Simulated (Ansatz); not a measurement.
```xyz
4

C    -0.0059   -0.0066   -0.5997
C     0.0081    0.0005    0.5984
H    -0.0075    0.0042   -1.6845
H     0.0065    0.0037    1.6726
```

Basis set: STO-3G (spherical functions). Frozen core: 2 orbitals. Charge 0, multiplicity 1.

Computed with Ansatz (development build ahead of 0.2.0); each method stands on the lowest determinant of its kind that the runs found. Restricted open shells among the atoms or ions are ROHF, correlated in semicanonical orbitals with singles.

Question: Give the atomization energy at this shape (free ground-state atoms in the same class of orbitals less the molecule, no zero-point energy) of singlet C2H2 by RHF-MP2, RHF.

Answer:

| method | atomization energy |
| --- | --- |
| RHF-MP2 | 1715.3 kJ/mol |
| RHF | 1374.2 kJ/mol |

This basis has no polarisation functions and is too small for such energies, which can lie far from measured ones in either direction.
